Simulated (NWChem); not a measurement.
System: C$_{2}$H$_{7}$NSi, singlet; SMILES CN([SiH])C

```xyz
11

Si     0.0701    -1.4911     0.0000
H     -1.4545    -1.6714     0.0000
N      0.0054     0.2415     0.0000
C      1.2448     1.0212     0.0000
C     -1.1770     1.1011     0.0000
H      1.3002     1.6669    -0.8881
H      1.3002     1.6669     0.8881
H      2.1101     0.3533     0.0000
H     -1.1842     1.7516     0.8869
H     -1.1842     1.7516    -0.8869
H     -2.0824     0.4934     0.0000
```
Atoms are numbered in this order, from 1.

Low-valent species are run as closed-shell singlets; no triplet was tried in these runs. Structure relaxed at the B3LYP/6-31G* (spherical d) level.

Q: Give the principal values of the shielding tensors (ppm) of Si1, N3, C4, C5 from PBE0/pcSseg-1, GIAO (NWChem), with their diamagnetic and paramagnetic parts as GIAO splits them.

A: 
```json
[
 {"atom": "Si1", "σ11": "-462.3", "σ22": "253.9", "σ33": "257.6", "isotropic": "16.4", "diamagnetic": "878.3", "paramagnetic": "-861.9"},
 {"atom": "N3", "σ11": "-173.9", "σ22": "134.7", "σ33": "218.8", "isotropic": "59.9", "diamagnetic": "326.5", "paramagnetic": "-266.6"},
 {"atom": "C4", "σ11": "115.4", "σ22": "116.2", "σ33": "179.0", "isotropic": "136.9", "diamagnetic": "248.3", "paramagnetic": "-111.4"},
 {"atom": "C5", "σ11": "90.5", "σ22": "114.9", "σ33": "181.9", "isotropic": "129.1", "diamagnetic": "247.7", "paramagnetic": "-118.7"}
]
```
